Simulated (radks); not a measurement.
Pr IV, 56 electrons, occupied as [Xe] 4f2. Calculated with a radial shooting solver on a logarithmic mesh with Libxc functionals: Dirac Kohn-Sham, PBEsol, spin-unpolarised, spherical densities, finite nucleus; open shells fill j = l - 1/2 first; Fermi nuclear charge, rms radius 4.8919 fm.

Spin-orbit splittings of the eigenvalues, e(l+1/2) - e(l-1/2), with zeta = 2 splitting/(2l+1) and mean radii in bohr:

shell  occ.  splitting (eV)  zeta (eV)  <r> j=l-1/2  <r> j=l+1/2
2p        6           481.9      321.2      0.08607      0.09238
3p        6           95.43      63.62       0.2618       0.2741
3d       10           20.57      8.228       0.2453       0.2492
4p        6           20.71      13.81       0.6389       0.6666
4d       10           3.656      1.462       0.7176       0.7274
4f        2               ?          ?        1.009        1.018
5p        6           3.151      2.101        1.627        1.701
5d        0          0.3430     0.1372        2.277        2.306

Estimate the 4f splitting.

Answer. 0.4004 eV (zeta = 0.1144 eV).
